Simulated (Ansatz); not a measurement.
Relaxation of the cluster PbI₂ with RKS PBE0-D4/def2-SVP.

```sh
$ ansatz run in.yaml --threads 4 --pin off --events-out ev --progress --plain --max-ram 3916MiB
```

```yaml
crystal:
  periodic: [false, false, false]
  atoms:
    - {symbol: Pb, position_ang: [0.110070, 0.565860, 1.104010]}
    - {symbol: I, position_ang: [-2.012630, -0.944090, -0.017060]}
    - {symbol: I, position_ang: [1.902550, 0.378230, -1.086960]}
basis:
  gaussian: {orbitals: def2-SVP}
hamiltonian: {xc: pbe0, dispersion: d4}
scf: {omitted_lower_state_checks: [starts]}
output: {orbitals: {seedname: orbitals}}
relax: {f_tol: 0.02, max_steps: 100}
```

It took 6 s on 4 threads of Arm Neoverse V1 on a shared host.

Positions (Å) and forces (eV/Å) at steps 1, 3 of 3:

```xyz
3
step=1 energy=-21454.1006 eV
Pb    0.110    0.566    1.104   -0.014   -0.096   -0.191
I    -2.013   -0.944   -0.017    0.023    0.052    0.089
I     1.903    0.378   -1.087   -0.009    0.043    0.102
3
step=3 energy=-21454.1072 eV
Pb    0.106    0.544    1.062    0.000    0.000    0.000
I    -2.054   -0.948    0.016    0.001    0.000    0.000
I     1.948    0.404   -1.078   -0.001    0.000    0.000
```

In the def2 sets I, Pb take a core potential; there is no spin–orbit coupling. The structure comes from a short search, and lower isomers may exist.
